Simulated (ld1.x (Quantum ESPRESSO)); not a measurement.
tantalum, TM semilocal: configuration errors across variants

```
Element                 : tantalum (Ta)
Generator               : ld1.x (Quantum ESPRESSO) 7.5
Type                    : norm-conserving Troullier–Martins (semilocal form)
Functional              : PBE
Relativity              : scalar-relativistic
Frozen core             : [Kr] 4d10 4f14
Valence charge          : 13
Reference configuration : 5s2 5p6 5d3 6s2 6p0
Partial waves           : 5s (bound): rc 1.70 bohr; 5p (bound): rc 1.40 bohr; 5d (bound): rc 2.30 bohr
Local potential         : the d channel
Core correction         : none
```

Occupied shells without a wave of their own: 6s. They enter only through the test configuration that unscreens the potential.

All-electron excitation energies from the reference (eV): (1) 5s2 5p6 5d3 6s1 6p0 8.467; (2) 5s2 5p6 5d3 6s0 6p0 23.439; (3) 5s2 5p6 5d2 6s0 6p0 47.043; (4) 5s2 5p5 5d3 6s2 6p0 44.980; (5) 5s2 5p6 5d3.5 6s1.5 6p0 0.989; (6) 5s2 5p6 5d1 6s0 6p0 82.085; (7) 5s2 5p6 5d3 6s1.5 6p0 3.461.

In the semilocal form every listed channel keeps its own potential, so the choice of the local channel does not act on these tests. It acts once the file is put into the separable form.

A semilocal file is local in each channel, so a ghost entry of none says nothing of the separable form that plane-wave codes build from it.

For the base: The 6s level has no wave, so the channel is fitted at the deeper level alone: the likely source of the large errors.

Tests that are not counted but printed errors over 1 eV. “all radii scaled by about 1.16 (s 1.98, p 1.62, d 2.68 bohr)”: all (the test run did not reproduce the reference configuration, from which every error is measured).

2 further variants failed, have other tests or another functional or relativity, and are left out.

The file “base” misses its own reference levels by 1.3 eV. The file “local potential the p channel” misses its own reference levels by 1.3 eV. The file “wave 5d (bound): rc 2.30 bohr becomes 5d (bound): rc 2.66 bohr” misses its own reference levels by 1.3 eV. The file “all radii scaled by about 1.16 (s 1.98, p 1.62, d 2.68 bohr)” misses its own reference levels by 10.6 eV.

Errors AE − PS in meV (a dash: test not solved or not reliable):

```csv
change,(1),(2),(3),(4),(5),(6),(7),bound ghosts
base,-1682,-4157,-5598,-40,-646,-7310,-754,none
local potential the p channel,-1682,-4157,-5598,-40,-646,-7310,-754,none
wave 5d (bound): rc 2.30 bohr becomes 5d (bound): rc 2.66 bohr,-1683,-4167,-5613,-63,-646,-7287,-755,none
"all radii scaled by about 1.16 (s 1.98, p 1.62, d 2.68 bohr)",–,–,–,–,–,–,–,not determined
```

Q: Give the same row for: wave 5s (bound): rc 1.70 bohr becomes 5s (bound): rc 1.08 bohr.

A: -82, -191, -267, -118, -32, -385, -37; bound ghosts: none.
